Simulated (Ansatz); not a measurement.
Cost and result up the ladder for SnHMe2(NMeEt) (C₅H₁₅NSn) (22 atoms). Total charge 0; singlet. Geometry: PBE-D4/def2-SVP.

```
atom    x (Å)    y (Å)    z (Å)
  C1  -0.7771  -2.0562  -2.0853
  C2   1.5906   0.6018  -1.8659
  C3  -1.7921   0.4818   0.4437
  C4   0.0228   0.0830   2.0379
  C5   0.7279   1.4501   2.0760
  N6  -0.6132  -0.2875   0.7844
 Sn7   0.5765  -0.9893  -0.7692
  H8   1.7152  -2.0335   0.0247
  H9  -1.4327  -1.3408  -2.6196
 H10  -1.4017  -2.7493  -1.4901
 H11  -0.2020  -2.6364  -2.8328
 H12   2.1644   0.1751  -2.7119
 H13   2.2839   1.1446  -1.1951
 H14   0.8414   1.3139  -2.2631
 H15  -2.5298   0.4517   1.2823
 H16  -1.6195   1.5671   0.2149
 H17  -2.3020   0.0459  -0.4423
 H18  -0.7540   0.0604   2.8428
 H19   0.7565  -0.7092   2.3097
 H20   1.1398   1.6622   3.0850
 H21   1.5718   1.4875   1.3540
 H22   0.0332   2.2770   1.8199
```

Ansatz on 4 threads of Intel Xeon 6975P-C on a shared host. Times are rough, and most runs start from the orbitals of an earlier one. ωB97M-V/def2-TZVP serves as the yardstick here, not as an exact answer. Differences are given only for rows in sets of like size (and for xTB, whose basis is part of the method), since another set adds its own error. Binding counts from free atoms at the same level (C triplet, N quartet, Sn triplet, H doublet; other spins of the atoms weren't run), without zero-point energy or a counterpoise term.

In the def2 sets Sn takes a core potential, while STO-3G treats all electrons; there is no spin–orbit coupling. HSE06 is defined as in plane-wave codes, on full-range PBE exchange. Correlated methods freeze 10 core orbitals; core or outer-core shells of Sn are correlated, in sets that lack core-valence functions. Another isomer (singlet) lies 0.41 eV lower at PBE0-D4/def2-TZVP; other spin states weren't run for this one.

Correlated methods converge slowly with the basis.

```tsv
level	functions	wall time
HF/STO-3G	72	0.6 s
PBE-D4/def2-SVP	185	1.7 s
PBE0-D4/def2-SVP	185	2.5 s
PBE-D4/def2-TZVP (with forces)	326	3.9 s
r2SCAN-D4/def2-TZVP	326	4.5 s
HSE06-D4/def2-TZVP	326	5.5 s
BHLYP-D4/def2-TZVP	326	6 s
PBE0-D4/def2-TZVP	326	6.5 s
MP2/def2-TZVP	326	8 s
ωB97M-V/def2-TZVP	326	11 s
```

Estimate what each level gives for the binding energy per atom (eV).


| level | binding energy per atom (eV) | difference from ωB97M-V/def2-TZVP (eV) |
| --- | --- | --- |
| HF/STO-3G | 3.63 | – |
| PBE-D4/def2-SVP | 3.84 | – |
| PBE0-D4/def2-SVP | 3.79 | – |
| PBE-D4/def2-TZVP (with forces) | 3.82 | 0.06 |
| r2SCAN-D4/def2-TZVP | 3.76 | -0.01 |
| HSE06-D4/def2-TZVP | 3.77 | 0.01 |
| BHLYP-D4/def2-TZVP | 3.68 | -0.09 |
| PBE0-D4/def2-TZVP | 3.77 | 0.01 |
| MP2/def2-TZVP | 3.64 | -0.12 |
| ωB97M-V/def2-TZVP | 3.76 | 0.00 |
